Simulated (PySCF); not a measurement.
CH10N2Si3, SMILES C1[SiH2]N[Si@H]([SiH2]1)N. Heavy atoms are numbered as in [NH2:1][Si@@H:2]1[NH:3][SiH2:4][CH2:5][SiH2:6]1. Hydrogens are named by the atom that carries them.

Coordinates come from a PBE0-D3(BJ)/def2-SVP optimisation. The structure was generated by enumeration; whether it is a known compound was not checked. The values are those of a single conformer.

Computed with PySCF with PBE/def2-TZVP.

Atomic charges (e), one atom of each kind:

```json
[
 {"atom": "N1 (NH2)", "Löwdin": "-0.26", "IAO": "-0.84"},
 {"atom": "Si2 (SiH)", "Löwdin": "-0.02", "IAO": "0.81"},
 {"atom": "N3 (NH)", "Löwdin": "-0.18", "IAO": "-0.92"},
 {"atom": "Si4 (SiH2)", "Löwdin": "0.15", "IAO": "0.86"},
 {"atom": "C5 (CH2)", "Löwdin": "-0.50", "IAO": "-0.83"},
 {"atom": "Si6 (SiH2)", "Löwdin": "0.17", "IAO": "0.40"},
 {"atom": "H on N1", "Löwdin": "0.15", "IAO": "0.27"},
 {"atom": "H on Si2", "Löwdin": "-0.03", "IAO": "-0.13"},
 {"atom": "H on N3", "Löwdin": "0.17", "IAO": "0.27"},
 {"atom": "H on Si4", "Löwdin": "-0.04", "IAO": "-0.15"},
 {"atom": "H on C5", "Löwdin": "0.16", "IAO": "0.17"},
 {"atom": "H on Si6", "Löwdin": "-0.02", "IAO": "-0.10"}
]
```

Computed Mayer and Wiberg (Löwdin basis) orders of the bonds:
```csv
bond,Mayer,Wiberg
N1–Si2,1.22,1.56
Si2–N3,1.11,1.37
N3–Si4,1.15,1.40
Si4–C5,1.00,1.17
Si2–Si6,0.94,1.00
C5–Si6,0.98,1.18
```
